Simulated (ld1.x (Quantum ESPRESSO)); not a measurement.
An all-electron radial function and its pseudo partner (Hf)

Columns: radius, all-electron u(r) and pseudo u(r) of the 5d shell (level -2.69 eV) of hafnium in the configuration [Kr] 4d10 4f14 5s2 5p6 5d2 6s2 6p0; PBE, scalar-relativistic, RRKJ scheme, ld1.x (Quantum ESPRESSO) 7.5.

| r (bohr) | all-electron | pseudo |
| --- | --- | --- |
| 0.113 | 0.1765 | 0.0012 |
| 0.225 | -0.0138 | 0.0094 |
| 0.338 | -0.2353 | 0.0303 |
| 0.450 | -0.2583 | 0.0671 |
| 0.563 | -0.1465 | 0.1212 |
| 0.675 | 0.0127 | 0.1895 |
| 0.788 | 0.1731 | 0.2687 |
| 0.900 | 0.3112 | 0.3515 |
| 1.013 | 0.4235 | 0.4329 |
| 1.125 | 0.5083 | 0.5058 |
| 1.238 | 0.5703 | 0.5669 |
| 1.350 | 0.6121 | 0.6128 |
| 1.463 | 0.6384 | 0.6436 |
| 1.575 | 0.6521 | 0.6599 |
| 1.688 | 0.6563 | 0.6644 |
| 1.800 | 0.6532 | 0.6596 |
| 1.913 | 0.6448 | 0.6487 |
| 2.025 | 0.6325 | 0.6342 |
| 2.138 | 0.6174 | 0.6178 |
| 2.250 | 0.6006 | 0.6006 |
| 2.363 | 0.5824 | 0.5824 |
| 2.475 | 0.5636 | 0.5636 |
| 2.588 | 0.5442 | 0.5442 |
| 2.700 | 0.5249 | 0.5249 |
| 2.813 | 0.5054 | 0.5054 |
| 2.925 | 0.4863 | 0.4863 |

Question: How many radial nodes do the two functions have?

Answer: The all-electron 5d function has n − l − 1 = 2; the pseudo-wave has 0, since the states of the same l below it are removed with the core.

Question: At about which radius was the pseudo-wave matched?

Answer: 2.25 bohr, where the columns begin to agree (steps of 0.11 bohr).

Question: Where does each function peak?

Answer: Outermost all-electron maximum near 1.69 bohr, pseudo maximum near 1.69 bohr (to the table’s step).

Question: Is the pseudo-wave norm-conserving?

Answer: Yes: the RRKJ scheme keeps the norm inside the radius equal to the all-electron one, which fixes the energy derivative of the logarithmic derivative at the level.
